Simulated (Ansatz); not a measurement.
Basis-set extrapolation for CH7BFPSi, SMILES `BP[SiH](C)F` (PBE0-D4/def2-TZVP geometry, frozen core, Ansatz). Multiplicity 1, RHF reference.

```tsv
	def2-TZVPP	def2-QZVPP
HF	-795.903217	-795.930161
MP2 correlation	-0.805790	-0.869658
CCSD(T) correlation	-0.895198	not run
```

Energies in hartree. Use E(X) = E(∞) + A·exp(−7.88·√X) for Hartree–Fock and E(X) = E(∞) + B·X^(−2.97) for correlation, with X = 3 and 4, and add CCSD(T) minus MP2 of the smaller set to the MP2 limit.

What is the CCSD(T) energy at the basis-set limit?

HF limit: -795.930161 + (-0.026944) × 0.13774 = -795.93387. MP2 limit: -0.869658 + (-0.063868) × 0.74074 = -0.91697. Higher-order term: -0.895198 − (-0.805790) = -0.08941. Total: -796.94025 hartree, 372.4 kJ/mol below CCSD(T)/def2-TZVPP.
